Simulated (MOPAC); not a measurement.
Input file for MOPAC: PM3 on BrFHIn (SMILES [F][InH][Br]), a point of a bond scan (R = 1.956 Å).

```
PM3 1SCF PRECISE CHARGE=0 THREADS=1
BrFHIn

In    -0.57248562 1     0.30095081 1    -0.56327296 1
H     -1.87410848 1    -0.22606744 1    -1.51617296 1
F     -0.01603143 1     2.17535841 1    -0.60215729 1
Br     0.85914820 1    -0.97424994 1     0.98674182 1
```

Output:

```
*******************************************************************************
 **                                                                           **
 **                              MOPAC v23.2.5                                **
 **                                                                           **
 *******************************************************************************
 ** MOPAC's Digital Object Identifier: https://doi.org/10.5281/zenodo.6511958 **
 **                                                                           **
 ** Please cite the open-source release paper for use of this MOPAC version:  **
 ** J. E. Moussa and J. J. P. Stewart (2026)                                  **
 ** MOPAC: An open-source semiempirical molecular orbital program             **
 ** J. Open Source Softw., 11(119), 8025, https://doi.org/10.21105/joss.08025 **
 *******************************************************************************

                              PM3 CALCULATION RESULTS

 *******************************************************************************
 *  PM3        - The PM3 Hamiltonian to be used
 *
 *
 *
 *                 CHARGE ON SYSTEM = 0
 *
 *
 *
 *  PRECISE    - TIGHTER CRITERIA TO BE USED
 *  1SCF       - DO 1 SCF AND THEN STOP
 *  THREADS=1  - MULTI-THREADING NOT USED
 *  T=         - A TIME OF 172800.0 SECONDS REQUESTED
 *  DUMP=N     - RESTART FILE WRITTEN EVERY 7200.0 SECONDS REQUESTED
 *******************************************************************************
PM3 1SCF PRECISE CHARGE=0 THREADS=1
 BrFHIn

   ATOM   CHEMICAL          X               Y               Z
  NUMBER   SYMBOL      (ANGSTROMS)     (ANGSTROMS)     (ANGSTROMS)

     1      In         -0.57248562  *   0.30095081  *  -0.56327296  *
     2       H         -1.87410848  *  -0.22606744  *  -1.51617296  *
     3       F         -0.01603143  *   2.17535841  *  -0.60215729  *
     4      Br          0.85914820  *  -0.97424994  *   0.98674182  *



          CARTESIAN COORDINATES

    NO.       ATOM           X           Y           Z

     1        In         -0.5725      0.3010     -0.5633
     2         H         -1.8741     -0.2261     -1.5162
     3         F         -0.0160      2.1754     -0.6022
     4        Br          0.8591     -0.9742      0.9867

  H: (PM3): J. J. P. STEWART, J. COMP. CHEM. 10, 209 (1989).
  F: (PM3): J. J. P. STEWART, J. COMP. CHEM. 10, 209 (1989).
 Br: (PM3): J. J. P. STEWART, J. COMP. CHEM. 10, 209 (1989).
 In: (PM3): J. J. P. STEWART, J. COMP. CHEM. 12, 320-341 (1991).

           Empirical Formula: H In F Br  =     4 atoms



      MOLECULAR POINT GROUP   :   Cs


      RHF CALCULATION, NO. OF DOUBLY OCCUPIED LEVELS = 9


 -------------------------------------------------------------------------------
 PM3 1SCF PRECISE CHARGE=0 THREADS=1
 BrFHIn



     1SCF WAS SPECIFIED, SO BFGS WAS NOT USED
     SCF FIELD WAS ACHIEVED


                              PM3 CALCULATION
                                                       MOPAC v23.2.5 Linux




          FINAL HEAT OF FORMATION =        -51.13973 KCAL/MOL =    -213.96864 KJ/MOL


          COSMO AREA              =        109.23 SQUARE ANGSTROMS
          COSMO VOLUME            =         93.94 CUBIC ANGSTROMS

          IONIZATION POTENTIAL    =         12.372054 EV
          HOMO LUMO ENERGIES (EV) =        -12.372 -3.447
          NO. OF FILLED LEVELS    =          9
          MOLECULAR WEIGHT        =        214.7303         POINT GROUP:  Cs

          MOLECULAR DIMENSIONS (Angstroms)

            Atom       Atom       Distance
           Br     4    H     2     3.78088
            F     3   Br     4     2.80797
            H     2   In     1     0.00000


          SCF CALCULATIONS        =          1





   ATOM   CHEMICAL          X               Y               Z
  NUMBER   SYMBOL      (ANGSTROMS)     (ANGSTROMS)     (ANGSTROMS)

     1      In         -0.57248562  *   0.30095081  *  -0.56327296  *
     2       H         -1.87410848  *  -0.22606744  *  -1.51617296  *
     3       F         -0.01603143  *   2.17535841  *  -0.60215729  *
     4      Br          0.85914820  *  -0.97424994  *   0.98674182  *

                             CARTESIAN COORDINATES

   1   In       -0.572485620     0.300950810    -0.563272960
   2    H       -1.874108480    -0.226067440    -1.516172960
   3    F       -0.016031430     2.175358410    -0.602157290
   4   Br        0.859148200    -0.974249940     0.986741820


           Empirical Formula: H In F Br  =     4 atoms



      MOLECULAR POINT GROUP   :   Cs


                  EIGENVALUES
 -20.50025 -20.35219 -17.03549 -16.20077 -15.93742 -14.65498 -13.25293 -12.57917
 -12.37205  -3.44690  -2.56509  -0.50814   0.70000


              NET ATOMIC CHARGES AND DIPOLE CONTRIBUTIONS

  ATOM NO.   TYPE          CHARGE      No. of ELECS.   s-Pop       p-Pop
    1         In           0.335504        2.6645     1.13965     1.52484
    2          H           0.116225        0.8838     0.88377
    3          F          -0.254851        7.2549     1.54174     5.71311
    4         Br          -0.196879        7.1969     1.81195     5.38493
 DIPOLE           X         Y         Z       TOTAL
 POINT-CHG.    -2.762    -1.383    -1.950     3.653
 HYBRID         0.641     0.588     0.380     0.949
 SUM           -2.121    -0.795    -1.570     2.755


          ATOMIC ORBITAL ELECTRON POPULATIONS

     Atom    s        px        py        pz
    1 In   1.13965   0.53087   0.58402   0.40995
    2  H   0.88377
    3  F   1.54174   1.94474   1.82635   1.94202
    4 Br   1.81195   1.79242   1.84140   1.75111

 **********************
 *                    *
 * JOB ENDED NORMALLY *
 *                    *
 **********************




 == MOPAC DONE ==
```

The run finished.

Cost: around 0.020 core-seconds (rough).
